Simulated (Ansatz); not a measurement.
Consider the isomerisation: `FCOC[SiH3]` → `C[SiH](F)CO`.

Isolated molecules relaxed with PBE0-D4/def2-TZVP in Ansatz; ΔE leaves out vibrations. CBS: MP2 limit from def2 TZ/QZ plus the TZ coupled-cluster correction, frozen cores. DFT in def2-TZVPP. Each species was taken in one conformer, which may not be the lowest.

CCSD(T)/CBS gives -275.1 kJ/mol.

(1) Another level gave -266.6 kJ/mol. Which?
A. r2SCAN-D4/def2-TZVPP
B. MP2/def2-TZVPP
C. PBE0-D4/def2-TZVPP
D. PBE/def2-TZVPP

Largest T1 diagnostic among the species: 0.012.

Answers

(1) A. r2SCAN-D4 -266.6, PBE0-D4 -261.8, PBE -254.7, MP2/def2-TZVPP -279.9 kJ/mol.

In def2-TZVPP, CCSD(T) changes the Hartree–Fock value by −4.7 kJ/mol (the triples alone add +2.2 kJ/mol) and MP2 by −19.3 kJ/mol. From PBE to PBE0 (25 % exact exchange), in def2-TZVPP and without D4, ΔE moves by −7.6 kJ/mol.
